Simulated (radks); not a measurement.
The numbers below are computed, except where a source is named.
Ionisation of the boron ion B+, [He] 2s2, to B2+, [He] 2s1, under several functionals. Non-relativistic Kohn-Sham, spin-unpolarised, spherical densities, point nucleus; a radial shooting solver on a logarithmic mesh with Libxc functionals. The NIST Atomic Spectra Database gives 25.155 eV (measured). Rank these functionals by the error of their Delta-SCF ionisation energy: exchange-only r2SCAN; exchange-only LDA; PBEsol; Wu-Cohen GGA; RPBE; MS2 meta-GGA; BP86; PW91; AM05.

Answer. From best to worst: AM05 25.217 eV (+0.062); PBEsol 25.254 eV (+0.100); Wu-Cohen GGA 25.298 eV (+0.143); RPBE 25.443 eV (+0.288); PW91 25.460 eV (+0.306); exchange-only r2SCAN 24.838 eV (-0.317); BP86 25.499 eV (+0.344); MS2 meta-GGA 25.687 eV (+0.532); exchange-only LDA 24.024 eV (-1.131). Spin polarisation and multiplet splitting are left out, so open shells lie too high by an amount that depends on their filling.

Beside tabulated values, note that spin-unpolarised runs miss the spin-polarisation part of the exchange energy of open shells.
